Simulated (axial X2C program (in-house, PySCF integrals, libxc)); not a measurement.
Excited states of SnBr⁺ by EOM-EE-CCSD

Computed with an in-house all-electron X2C program for linear molecules (integrals from PySCF): two-component X2C with atomic mean-field Coulomb and Gaunt terms, Gaussian nuclei, basis Sn dyall-acv3z, Br dyall-acv3z with contracted cores.

R = 2.406 Å (near the PBE0 minimum at charge 1 of the determinant lowest at the starting distance; the state shown can have its own minimum elsewhere).

Vertical excitation energies from the closed-shell determinant state of SnBr⁺:

```
 Ω  excitation (eV)   cm⁻¹         hole of the leading pair    particle of the leading pair  weight of the pair (for Ω = 0 its time-reversed partner can hold as much again)  singles weight
0⁻            3.339  26934  31% Br pσ, 31% Sn sσ, 30% Sn pσ             81% Sn pπ, 7% Br dπ                                                                             0.48            0.96
0⁺            3.365  27141  32% Sn sσ, 31% Br pσ, 30% Sn pσ             81% Sn pπ, 7% Br dπ                                                                             0.47            0.96
 1            3.490  28149  33% Br pσ, 30% Sn pσ, 28% Sn sσ   80% Sn pπ, 8% Br dπ, 6% Br pπ                                                                             0.63            0.96
 2            3.703  29863  31% Br pσ, 31% Sn sσ, 30% Sn pσ   80% Sn pπ, 8% Br dπ, 6% Br pπ                                                                             0.95            0.96
 1            3.954  31890              83% Br pπ, 7% Sn pπ  76% Sn pπ, 11% Br dπ, 8% Br pπ                                                                             0.83            0.92
 2            4.114  33182              83% Br pπ, 7% Sn pπ  77% Sn pπ, 10% Br dπ, 7% Br pπ                                                                             0.89            0.91
0⁻            4.140  33395                        81% Br pπ  76% Sn pπ, 11% Br dπ, 8% Br pπ                                                                             0.23            0.92
 1            4.316  34811              80% Br pπ, 7% Sn pπ  77% Sn pπ, 11% Br dπ, 8% Br pπ                                                                             0.74            0.92
 3            4.372  35266              83% Br pπ, 7% Sn pπ  77% Sn pπ, 11% Br dπ, 8% Br pπ                                                                             0.91            0.91
```

This point took 31 s on 1 thread of Intel(R) Xeon(R) Processor @ 2.30GHz, on a shared host.

Reference electrons by ω block (each with its −ω partner): 1/2: 27, 3/2: 12, 5/2: 3. 10 electrons of SnBr⁺ correlated (inner shells frozen), 88 natural virtual spinors (a truncated set); levels can be off by some tenths of an eV. Roots sought by Ω: (0: 5, 1: 4, 2: 3, 3: 1); the list ends where they run out and leaves out roots under 60 % singles weight. The solver can skip a root, and states that need a further excitation, which the method places far too high, are missing though they may lie low or lowest. T1 of the reference 0.019 (Lee–Taylor). Number of frozen shells: Sn 4 s, 3 p, 2 d; Br 3 s, 2 p, 1 d.
